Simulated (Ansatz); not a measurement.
Job for Ansatz (a quantum-chemistry and plane-wave program): U-r2SCAN/def2-TZVPP on ClGeH (SMILES [Cl][GeH]), a point of a bond scan (R = 2.648 Å).

Ansatz 0.2 input:
```yaml
crystal:
  periodic: [false, false, false]
  atoms:
    - {symbol: Ge, position_ang: [0.52862057, -0.16248943, 0.50490017]}
    - {symbol: H, position_ang: [1.62035373, -0.38333295, -0.65157602]}
    - {symbol: Cl, position_ang: [-1.41416262, 0.42659164, -1.19546683]}
basis:
  gaussian:
    orbitals: def2-TZVPP
hamiltonian:
  xc: {name: r2SCAN}
magnetization: {spin_polarized: true, initial_magnetization: 0}
```

**Question.** What total energy does the run end on?

**Answer.** -2537.7545 hartree.

**Question.** How many basis functions does it have, and what does it roughly cost on one machine?

**Answer.** 104 functions; around 5 core-seconds (rough).
